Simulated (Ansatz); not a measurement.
The inner images of a band of BH4NO + FH (9 atoms, charge 0, multiplicity 1) are given out of order.

The calculation used Ansatz, RKS PBE-D4/6-31G*.

First end point:

```xyz
9
Properties=species:S:1:pos:R:3
B 0.094 -0.354 0.314
N 0.000 -0.089 1.726
H -0.852 -0.326 2.230
H 0.839 -0.163 2.302
O 1.354 -0.408 -0.225
H 1.310 -0.490 -1.195
H -0.914 -0.514 -0.327
F -0.279 2.367 0.598
H -0.186 1.624 1.210
```

Last end point:

```xyz
9
Properties=species:S:1:pos:R:3
B 0.083 0.380 0.090
N -0.109 0.212 1.763
H -0.375 -0.747 2.016
H 0.801 0.415 2.198
O 1.243 -0.441 -0.115
H 1.223 -0.797 -1.020
H -0.978 -0.006 -0.400
F 0.282 1.764 -0.036
H -0.804 0.867 2.138
```

Task: Put them in order from the first end to the last, with their energies above the first end.
A.
```xyz
9
Properties=species:S:1:pos:R:3
B -0.004 0.192 0.125
N -0.034 0.202 1.800
H -0.818 -0.273 2.256
H 0.856 -0.089 2.224
O 1.306 -0.303 -0.169
H 1.358 -0.468 -1.128
H -0.971 -0.443 -0.278
F -0.183 1.605 -0.053
H -0.144 1.225 1.857
```
B.
```xyz
9
Properties=species:S:1:pos:R:3
B 0.065 -0.240 0.326
N -0.011 -0.040 1.768
H -0.845 -0.338 2.270
H 0.845 -0.187 2.307
O 1.332 -0.348 -0.191
H 1.307 -0.393 -1.163
H -0.945 -0.408 -0.309
F -0.222 2.084 0.410
H -0.159 1.517 1.216
```
C.
```xyz
9
Properties=species:S:1:pos:R:3
B 0.052 0.347 0.091
N -0.101 0.216 1.769
H -0.533 -0.670 2.053
H 0.850 0.251 2.161
O 1.262 -0.408 -0.097
H 1.305 -0.700 -1.024
H -0.984 -0.120 -0.381
F 0.161 1.735 -0.091
H -0.646 0.997 2.153
```
D.
```xyz
9
Properties=species:S:1:pos:R:3
B 0.018 0.104 0.197
N -0.030 0.170 1.804
H -0.827 -0.272 2.271
H 0.850 -0.088 2.268
O 1.316 -0.308 -0.173
H 1.335 -0.442 -1.138
H -0.960 -0.426 -0.290
F -0.189 1.672 0.143
H -0.148 1.237 1.552
```
E.
```xyz
9
Properties=species:S:1:pos:R:3
B 0.040 -0.048 0.276
N -0.024 0.095 1.797
H -0.832 -0.316 2.268
H 0.845 -0.147 2.281
O 1.321 -0.313 -0.177
H 1.325 -0.417 -1.145
H -0.959 -0.393 -0.307
F -0.197 1.820 0.310
H -0.153 1.367 1.332
```
F.
```xyz
9
Properties=species:S:1:pos:R:3
B -0.001 0.268 0.092
N -0.064 0.233 1.786
H -0.780 -0.398 2.162
H 0.861 -0.063 2.128
O 1.296 -0.320 -0.115
H 1.393 -0.544 -1.058
H -0.982 -0.366 -0.297
F -0.102 1.646 -0.176
H -0.254 1.189 2.110
```
G.
```xyz
9
Properties=species:S:1:pos:R:3
B 0.021 0.312 0.089
N -0.085 0.225 1.777
H -0.667 -0.554 2.105
H 0.874 0.089 2.128
O 1.278 -0.364 -0.100
H 1.363 -0.624 -1.034
H -0.989 -0.242 -0.341
F 0.027 1.698 -0.144
H -0.456 1.105 2.153
```

Result: B (+0.075 eV), E (+0.279 eV), D (-0.214 eV), A (-0.711 eV), F (-0.816 eV), G (-0.832 eV), C (-0.848 eV).

The run took 2.8 min on 1 thread of Arm Neoverse V2, with other jobs on the host, peak memory 0.12 GiB.
